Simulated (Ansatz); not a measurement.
Basis-set extrapolation for BFH8Si3 (`B[SiH](F)[SiH2][SiH3]`) (PBE0-D4/def2-TZVP geometry, frozen core, Ansatz 0.2.0). Multiplicity 1, RHF reference.

```
                      def2-TZVPP   def2-QZVPP
                 HF  -995.687328  -995.720225
    MP2 correlation    -0.720039    -0.778801
CCSD(T) correlation    -0.821588      not run
```

Energies in hartree. Use E(X) = E(∞) + A·exp(−7.88·√X) for Hartree–Fock and E(X) = E(∞) + B·X^(−2.97) for correlation, with X = 3 and 4, and add CCSD(T) minus MP2 of the smaller set to the MP2 limit.

What is the CCSD(T) energy at the basis-set limit?

HF limit: -995.720225 + (-0.032897) × 0.13774 = -995.72476. MP2 limit: -0.778801 + (-0.058762) × 0.74074 = -0.82233. Higher-order term: -0.821588 − (-0.720039) = -0.10155. Total: -996.64864 hartree, 87.7 kcal/mol below CCSD(T)/def2-TZVPP.
